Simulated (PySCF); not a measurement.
Vertical excitations of a molecule C3H7O2, multiplicity 2 from TDA-PBE0/def2-SVPD (PySCF 2.14.0), as energy in eV (oscillator strength): 0.47 (0.000), 3.19 (0.027), 4.39 (0.009), 4.80 (0.013), 5.74 (0.003), 6.30 (0.001), 6.82 (0.001), 6.97 (0.006), 7.18 (0.043), 7.21 (0.001). Geometry optimised at B3LYP-D3(BJ)/def2-SVP. The values are those of a single conformer.

Q: Which structure fits?
A. CC([O])CO
B. COCC[O]
C. CC(O)C[O]
D. CC(O)[CH]O

A: B, COCC[O]
